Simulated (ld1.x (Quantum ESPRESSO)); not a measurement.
**beryllium (Be): one change to a TM potential, before and after**

- Element: Be
- Generator: ld1.x (Quantum ESPRESSO) 7.5
- Type: norm-conserving Troullier–Martins (Kleinman–Bylander form)
- Functional: BP86
- Relativity: scalar-relativistic
- Frozen core: none
- Valence charge: 4
- Reference configuration: 1s2 2s1.75 2p0.25
- Partial waves: 2p (bound): rc 4.20 bohr; 3d channel at 0.05 Ry: rc 4.40 bohr; 1s (bound): rc 0.50 bohr
- Local potential: the s channel
- Core correction: none

Occupied shells without a wave of their own: 2s. They enter only through the test configuration that unscreens the potential.

Change: type ultrasoft; waves now 1s (bound): rc 0.50 bohr; 2s (bound): rc 0.50 bohr; 2p (bound): rcut 3.65, rcutus 4.20 bohr; 2p channel at 3.65 Ry: rcut 3.65, rcutus 4.20 bohr; 3d channel at 0.05 Ry: rcut 3.85, rcutus 4.40 bohr; 3d channel at 2.3 Ry: rcut 3.85, rcutus 4.40 bohr; local potential all-electron potential smoothed inside 0.40 bohr (lloc = -2); augmentation PSQ, radius 0.55 bohr.

Cutoffs: the cutoffs (Ry, on a coarse ladder) from which the occupation-weighted sum of valence levels, in a spherical-Bessel basis at the reference potential, stays within 10 and 1 mRy of its value at 400 Ry; they do not see the model core or the augmentation charge, which bear on the density cutoff. Errors are all-electron minus pseudo energies relative to the spin-unpolarised reference configuration.

Task: Predict the effect on cutoff, ghosts and configuration errors.

Result: A bound ghost appears in p, which as a rule spoils a file; the number of tests that count goes from 6 to 7; of the 6 tests that both files solve, the error grows in 2 and shrinks in 4 by more than 15 % and 0.3 meV (median size 47.6 → 9.6 meV); the range in which the s phases agree widens (upper end -0.5 → at the end of the scan). Several settings change at once here, so the effects cannot be laid on one of them.

```csv
quantity,base,changed
"cutoff, loose",300 Ry,over 300 Ry
"cutoff, tight",over 300 Ry,over 300 Ry
bound ghosts,none,p
"largest miss of a reference level, eV",0.03,0.06
"tests counted (converged, no solver errors)",6 of 7,7 of 7
"error for 1s2 2s2 2p0, meV [ΔE -0.90 eV]",-9.8,+3.4
"error for 1s2 2s1 2p0, meV [ΔE 8.74 eV]",+57,+5.2
"error for 1s2 2s0 2p0, meV [ΔE 26.60 eV]",+168,+14
"error for 1s2 2s1.5 2p0, meV [ΔE 2.90 eV]",+18,+3.9
"error for 1s1 2s2 2p0, meV [ΔE 127.61 eV]",+266,-536
"error for 1s2 2s0 2p2, meV [ΔE 6.38 eV]",+38,-44
s: phases at 4.75 bohr within 0.05 rad from the reference energy up to (Ry; the scan ends near 5),-0.5,to the end of the scan
p: phases at 4.75 bohr within 0.05 rad from the reference energy up to (Ry; the scan ends near 5),0.3,-0.1
d: phases at 4.75 bohr within 0.05 rad from the reference energy up to (Ry; the scan ends near 5),1.3,1.3
```

Base: Tests not counted: 1s2 2s0 2p1 (solver errors, printed error -3.8 eV). The 2s level has no wave, so the channel is fitted at the deeper level alone: the likely source of the large errors. Changed file: These tests converged, but a pseudo level misses the all-electron one widely, so the file describes the atom poorly there or has found another state: 1s2 2s0 2p0: empty 2p by 2.9 eV; 1s1 2s2 2p0: empty 2p by 5.7 eV. A true bound ghost makes a file unfit for plane-wave use even where its test errors are small: the radial tests pick states by their node count and pass the ghost by.
